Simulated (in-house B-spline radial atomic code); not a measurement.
Cl²⁺. Computed with a B-spline radial atomic code. Model: non-relativistic spherical atom: semilocal Troullier-Martins pseudo-atom, one channel per l, against all electrons, high spin, G0W0 and RPA with empty states to l = 8, local potential for every l without a channel, a model core (radius 0 = none) keeps its share of the functional.

What the tables leave out is listed at the end.

The pseudopotential gives back the lowest level of each angular momentum of its own functional in the configuration it was made in; a second state of the same l is only approximately right. Exact exchange, RPA and GW see the smooth pseudo-orbitals and miss the exchange with the core, for which the functional's share stands in. The column with an uncorrelated core keeps all orbitals and exact exchange, and so separates missing core correlation from pseudisation. Only the three outermost levels and the lowest empty one were computed. RPA here is direct RPA, with no exchange kernel, and its energies carry an (l + 1/2)⁻⁴ tail. A hybrid on a potential with a model core restores only its own semilocal share of the core's exchange.

Command:
```bash
python run_psgw.py task.json out
```
Settings (lengths in bohr, energies in hartree):
```
Z                      17
electrons              15
configuration          [Ne] 3s2 3p3
generated_in           [Ne] 3s2 3p3
functional             pbe,pbe
core_shells            3
radius_factor          0.9
core_correction        False
```

Time taken, with all properties: 22 s on 1 thread of Arm Neoverse N1, with other jobs on the host.

Given: made with PBE; model core radius 0 bohr; local radius 1.144 bohr; mean-field start PBE.

Valence shells of the generating configuration: 3s, 3p.

Channel: s 1.129, p 1.227 (radii in bohr).

Computed: largest level miss in the spin-unpolarised generating configuration 0.001 eV; valence RPA correlation energy all-electron orbitals -0.23419 hartree; valence RPA correlation energy pseudo -0.23977 hartree; pseudo-atom RPA polarisability 5.0695 bohr³.

| level | occupied | mean-field all-electron (eV) | mean-field pseudo minus all (eV) | G0W0 all-electron (eV) | G0W0 uncorrelated core minus all (eV) | G0W0 pseudo minus all (eV) | exchange self-energy all-electron (eV) | exchange self-energy pseudo (eV) |
| --- | --- | --- | --- | --- | --- | --- | --- | --- |
| 3p up | 1 | -33.095 | -0.023 | -39.506 | 0.144 | -0.134 | -25.097 | -22.403 |
| 3s down | 1 | -42.11 | 0.153 | -48.574 | 0.251 | 0.32 | -20.726 | -16.697 |
| 3p down (empty) | 0 | -29.184 | 0.125 | -24.324 | 0.158 | -0.036 | -6.3266 | -3.6527 |

(1) What is the all-electron RPA polarisability, core included?

Given: mean-field start PBE0.

Computed: valence RPA correlation energy all-electron orbitals -0.21368 hartree; valence RPA correlation energy pseudo -0.2199 hartree; all-electron RPA polarisability, core included 4.6487 bohr³.

```json
{"level": "3p up", "occupied": "1", "mean-field all-electron (eV)": "-34.954", "mean-field pseudo minus all (eV)": "-0.024", "G0W0 all-electron (eV)": "-39.708", "G0W0 uncorrelated core minus all (eV)": "0.141", "G0W0 pseudo minus all (eV)": "-0.122", "exchange self-energy all-electron (eV)": "-25.041", "exchange self-energy pseudo (eV)": "-22.421"}
{"level": "3s down", "occupied": "1", "mean-field all-electron (eV)": "-43.648", "mean-field pseudo minus all (eV)": "0.207", "G0W0 all-electron (eV)": "-48.571", "G0W0 uncorrelated core minus all (eV)": "0.252", "G0W0 pseudo minus all (eV)": "0.336", "exchange self-energy all-electron (eV)": "-20.578", "exchange self-energy pseudo (eV)": "-16.693"}
{"level": "3p down (empty)", "occupied": "0", "mean-field all-electron (eV)": "-27.594", "mean-field pseudo minus all (eV)": "0.05", "G0W0 all-electron (eV)": "-24.138", "G0W0 uncorrelated core minus all (eV)": "0.152", "G0W0 pseudo minus all (eV)": "-0.018", "exchange self-energy all-electron (eV)": "-6.0889", "exchange self-energy pseudo (eV)": "-3.5999"}
```

(2) What is the pseudo-atom RPA polarisability?

Given: mean-field start Hartree-Fock.

Computed: valence RPA correlation energy all-electron orbitals -0.17119 hartree; valence RPA correlation energy pseudo -0.17756 hartree; pseudo-atom RPA polarisability 3.6845 bohr³.

```tsv
level	occupied	mean-field all-electron (eV)	mean-field pseudo minus all (eV)	G0W0 all-electron (eV)	G0W0 uncorrelated core minus all (eV)	G0W0 pseudo minus all (eV)	exchange self-energy all-electron (eV)	exchange self-energy pseudo (eV)
3p up	1	-39.701	-0.177	-40.075	0.133	-0.06	-24.79	-22.433
3s down	1	-46.557	0.353	-48.475	0.248	0.459	-20.064	-16.56
3s up	?	?	?	?	?	?	?	?
3p down (empty)	0	-21.645	-0.063	-23.73	0.126	0.057	-5.2673	-3.3402
```

(3) What belongs in the row 3s up?

(4) What is the all-electron RPA polarisability, core included?

Results:

(1) 5.1262 bohr³.

(2) 4.6026 bohr³.

(3) occupied: 1; mean-field all-electron (eV): -57.513; mean-field pseudo minus all (eV): -0.1; G0W0 all-electron (eV): -54.461; G0W0 uncorrelated core minus all (eV): 0.104; G0W0 pseudo minus all (eV): 0.054; exchange self-energy all-electron (eV): -31.346; exchange self-energy pseudo (eV): -28.19.

(4) 3.7426 bohr³.

Among the listed levels the largest G0W0 shift of the pseudo-atom is +0.46 eV, for 3s down on the Hartree-Fock start, while leaving the core uncorrelated moves that level by +0.25 eV. The rest, +0.21 eV, comes from pseudisation and the lost core exchange. Not in the tables (levels of low weight, unsolved or above zero; the highest and the empty levels are kept at any weight): on PBE the G0W0 levels 3s up (pseudo minus all -1.02 eV, weights 0.38 and 0.36); on PBE0 the G0W0 levels 3s up (pseudo minus all +0.17 eV, weights 0.37 and 0.39).
